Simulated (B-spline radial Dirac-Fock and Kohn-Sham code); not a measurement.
Isotope-shift constants of the inner levels of Nd³⁺

System: Nd³⁺, configuration [Xe] 4f3.

The computed values come from a radial finite-basis atomic code: first-order field-shift and mass-shift constants from Dirac-Fock ground and hole states with a Fermi nucleus; the mass shift has no relativistic recoil terms. A binding energy shifts by δE = F·δ⟨r²⟩ + (K_N + K_S)·δ(1/M); F is taken for a change of radius at fixed skin thickness and so holds the higher radial moments.

| level | F (meV/fm²) |
| --- | --- |
| K (1s) | -221.2 |
| L1 (2s) | -27.78 |
| L2 (2p1/2) | 0.5642 |
| L3 (2p3/2) | 1.421 |
| M1 (3s) | -5.813 |
| M2 (3p1/2) | 0.1766 |
| M3 (3p3/2) | 0.3820 |
| M4 (3d3/2) | 0.3489 |
| M5 (3d5/2) | 0.3385 |

The mass shift is not given and not included below: at this Z its relativistic corrections are large. It matters little for K lines but can be comparable with the field shift of L lines.

Field shifts alone in meV from A = 142 (mass 141.9077 u, rms radius 4.9123 fm); radii from Angeli and Marinova (2013).

```
  A  mass (u)  radius (fm)     Kα1     Kα2     Kβ1   Lα1
132  131.9233       4.9174   -11.2   -11.1   -11.1  +0.1
134  133.9188       4.9128    -1.1    -1.1    -1.1   0.0
136  135.9150       4.9111    +2.6    +2.6    +2.6   0.0
138  137.9120       4.9123     0.0     0.0     0.0   0.0
140  139.9095       4.9101    +4.8    +4.8    +4.8   0.0
143  142.9098       4.9254   -28.7   -28.6   -28.6  +0.1
144  143.9101       4.9421   -65.4   -65.1   -65.1  +0.3
146  145.9131       4.9696  -126.1  -125.6  -125.5  +0.6
148  147.9169       4.9999  -193.3  -192.6  -192.4  +0.9
150  149.9209         5.04       ?       ?       ?     ?
```

Problem. What are the shifts for A = 150?

Solution. Kα1 -282.9 meV; Kα2 -281.8 meV; Kβ1 -281.6 meV; Lα1 +1.4 meV.
